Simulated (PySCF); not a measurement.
# C₆ coefficients of unlike pairs at M06

Calculated with PySCF 2.14 from the dipole response of each species, C₆(A,B) = (3/π) ∫ α_A(iu) α_B(iu) du, in atomic units, from isotropic polarisabilities. For ions this is the dispersion term alone; charge-induced terms of lower order in 1/R come first.

```json
{"species": "Cs⁺", "configuration": "[Xe] (1S)", "basis": "aug-cc-pwCVTZ-X2C with one added diffuse shell each of s, p, d, f type (12s11p9d5f)", "relativity": "spin-free X2C", "α (bohr³)": "16.36", "C₆ (like pair)": "139.9"}
{"species": "Mn³⁺", "configuration": "[Ar] 3d4 (5D)", "basis": "aug-cc-pwCVTZ-DK with one added diffuse shell each of s, p, d, f, g type (11s10p8d5f4g)", "relativity": "spin-free X2C", "α (bohr³)": "1.980", "C₆ (like pair)": "4.925"}
{"species": "Ti", "configuration": "[Ar] 3d2 4s2 (3F)", "basis": "x2c-QZVPPall with one added diffuse shell each of s, p, d, f, g type (12s8p6d4f3g)", "relativity": "spin-free X2C", "α (bohr³)": "85.86", "C₆ (like pair)": "867.3"}
{"species": "Be", "configuration": "[He] 2s2 (1S)", "basis": "aug-cc-pVQZ-DK (6s5p4d3f2g)", "relativity": "spin-free X2C", "α (bohr³)": "43.05", "C₆ (like pair)": "244.6"}
```

Question: Estimate C₆ for Be with Mn³⁺.

Answer: The integral gives 20.60. The combination rule 2 C_A C_B / (C_A α_B/α_A + C_B α_A/α_B) gives 20.36 and the geometric mean 34.71.

No spin-orbit coupling is included.

The other pairs:

```
     pair     C₆
  Be, Cs⁺  149.5
   Be, Ti  459.5
  Ti, Cs⁺  283.6
Mn³⁺, Cs⁺  23.91
 Ti, Mn³⁺  40.29
```
